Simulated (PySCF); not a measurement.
A PySCF script (with the pyscf-properties extension) for the NMR shieldings of SMILES C=CS(=O)(=O)O[SiH3], C$_{2}$H$_{6}$O$_{3}$SSi, on a GFN2-xTB geometry:

```python
import basis_set_exchange as bse
import numpy as np
from pyscf import gto, dft
from pyscf.prop import nmr

atoms = """
C    -2.481592    0.380727    0.506237
C    -1.700355   -0.261583   -0.329856
S    -0.083245   -0.759240    0.215851
O     0.048112   -0.581454    1.626033
O     0.265682   -2.025565   -0.341718
O     0.758771    0.364501   -0.520903
Si    2.388348    0.477882   -0.339814
H    -3.466741    0.732664    0.244095
H    -2.132399    0.565678    1.508868
H    -1.918391   -0.517525   -1.349897
H     3.028191   -0.746598   -0.815538
H     2.704873    0.743098    1.061777
H     2.584357    1.627901   -1.219561
"""
names = dict.fromkeys(["C", "S", "O", "Si", "H"], "pcSseg-1")
basis = {el: gto.basis.parse(bse.get_basis(n, elements=[el], fmt="nwchem")) for el, n in names.items()}
mol = gto.M(atom=atoms, basis=basis, charge=0, verbose=0)
mf = dft.RKS(mol, xc="PBE0")
mf.grids.level = 2
mf.grids.alignment = dft.numint.BLKSIZE   # the property module wants whole blocks of grid points
mf.conv_tol = 1e-9
mf.kernel()

calc = nmr.RKS(mf)   # GIAO
C = mf.mo_coeff
Co = C[:, mf.mo_occ > 0]
resp = mf.gen_response(singlet=True, hermi=2)
def vind(x):   # induced exchange potential for any number of trial vectors
    d = np.einsum("pi,xij,qj->xpq", C, 2 * x.reshape(-1, C.shape[1], Co.shape[1]), Co, optimize=True)
    return np.einsum("xpq,pi,qj->xij", resp(d - d.transpose(0, 2, 1)), C, Co, optimize=True).ravel()
mo1, _ = nmr.rhf.solve_mo1(calc, with_cphf=vind)
sigma = calc.kernel(mo1)
for i, s in enumerate(sigma):   # ppm
    w = np.linalg.eigvalsh((s + s.T) / 2)
    print("%2d %-2s iso %8.1f  s11 %8.1f  s22 %8.1f  s33 %8.1f" % (i, mol.atom_pure_symbol(i), w.mean(), *w))
```

**Question.** What does it print?

**Answer.** 
```
 0 C  iso     51.0  s11    -70.2  s22     48.3  s33    174.8
 1 C  iso     41.2  s11    -61.0  s22     65.8  s33    118.9
 2 S  iso    202.6  s11     51.1  s22    165.0  s33    391.9
 3 O  iso    124.5  s11     89.4  s22    132.5  s33    151.6
 4 O  iso    110.1  s11     79.8  s22    102.1  s33    148.3
 5 O  iso    150.5  s11     62.5  s22    124.8  s33    264.1
 6 Si iso    390.5  s11    354.7  s22    371.0  s33    445.9
 7 H  iso     25.3  s11     22.8  s22     24.9  s33     28.1
 8 H  iso     25.0  s11     21.1  s22     23.9  s33     30.0
 9 H  iso     25.1  s11     23.6  s22     24.1  s33     27.7
10 H  iso     26.5  s11     22.9  s22     25.4  s33     31.2
11 H  iso     26.5  s11     22.7  s22     25.7  s33     31.1
12 H  iso     27.0  s11     23.3  s22     25.5  s33     32.3
```

These numbers come from an equivalent density-fitted implementation of the same equations, which agrees with the script to about 0.01 ppm for H and up to a few tenths of a ppm for heavy atoms, so last digits may differ.

**Question.** Turn these shieldings into chemical shifts. Scale: 13C (σref 186.93) and 29Si (σref 349.16) and 1H (σref 31.72) against TMS; CS2 for 33S (σref 503.73); H2O for 17O (σref 336.08) (reference shieldings calculated alike).

**Answer.** Averaging equivalent atoms: C 1: 145.7; C 0: 135.9; S 2: 301; O 3/4: 218.8; O 5: 185.6; Si 6: -41.4; H 8: 6.71; H 9: 6.59; H 7: 6.45; H 10/11/12: 5.04 ppm. Experimental scales use liquid or dissolved standards, which lie at an offset from isolated H2O (liquid H2O: subtract about 36 ppm).

Size and cost of the density-fitted run: 163 basis functions, 31 s wall time on 1 thread of an Arm Neoverse N1, shared host.
